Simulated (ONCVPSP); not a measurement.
Potentials for tungsten (W) compared

Generated with ld1.x 7.5 (TM, RRKJ, ultrasoft, PAW), atompaw 4.2 or ONCVPSP 4.0.1. The cutoff is in Ry: for ld1.x and atompaw files where the sum of valence levels is converged to 10 mRy in a Bessel basis, for ONCV files where the hardest occupied wave has 1 mHa per electron of residual kinetic energy. The error is the largest all-electron minus pseudo excitation energy over each file’s own four to seven test configurations (ionisations up to +4, promotions, holes and added fractions of an electron), all of which were solved. The labels leave out finer settings (local radius, basis sizes, second energies), which also bear on the numbers. Spin-polarised tests are not counted. The rows are a selection from randomly drawn settings: files with unsolved tests, undetermined cutoffs or missed reference levels are left out.

A true bound ghost makes a file unfit for plane-wave use even where its test errors are small: the radial tests pick states by their node count and pass the ghost by.

| potential | cutoff (Ry) | largest error (meV) | bound ghosts |
| --- | --- | --- | --- |
| ONCV, LDA (Perdew-Wang 92), fully relativistic, rc 1.80/1.75/2.90 (spd), local smoothed, core correction yes, reference 5s2 5p6 5d4 6s2, qcut 8.4/7.1/6.1, projectors 2/2/1 | 43 | -6.4 | none |
| ONCV, PBE, scalar-relativistic, rc 2.80/2.80/2.55 (spd), local smoothed, core correction yes, reference 5d4 6s1, qcut 2.2/3.5/7.4, projectors 3/1/2 | 29 | -305 | none |
| ONCV, PBE, scalar-relativistic, rc 2.30/2.65/2.85/2.60 (spdf), local smoothed, core correction yes, reference 5d4 6s1, qcut 2.9/3.7/4.8/4.5, projectors 2/2/3/2 | 50 | -115 | none |
| ONCV, PBE, scalar-relativistic, rc 2.65/2.35/2.00/2.75 (spdf), local smoothed, core correction no, reference 5d4 6s1.5, qcut 2.4/3.4/6.4/4.6, projectors 2/2/3/2 | 28 | +235 | s, p |
| ONCV, Wu-Cohen, fully relativistic, rc 2.40/2.90/2.80/1.05 (spdf), local smoothed, core correction yes, reference 4f13.5 5d4.5 6s2, qcut 2.6/2.9/6.4/16.9, projectors 3/2/2/2 | 259 | -414 | s, p3/2, p1/2 |
| ONCV, LDA (Perdew-Wang 92), non-relativistic, rc 1.95/2.15/2.00 (spd), local smoothed, core correction yes, reference 5s2 5p6 5d4 6s2, qcut 7.4/6/7, projectors 3/3/2 | 34 | -18 | none |

Fill in the row for W: ONCV, PBE, scalar-relativistic, rc 1.80/2.00/2.35 (spd), local smoothed, core correction yes, reference 5s2 5p6 5d4 6s1, qcut 7.4/8.2/6.4, projectors 3/2/3.

cutoff 36 Ry, largest error -175 meV, bound ghosts: none.

Fill in the row for W: ONCV, PBEsol, scalar-relativistic, rc 2.00/1.85/2.65 (spd), local smoothed, core correction yes, reference 5s2 5p6 5d5 6s1, qcut 6/9.4/7.2, projectors 2/1/2.

cutoff 44 Ry, largest error -126 meV, bound ghosts: none.
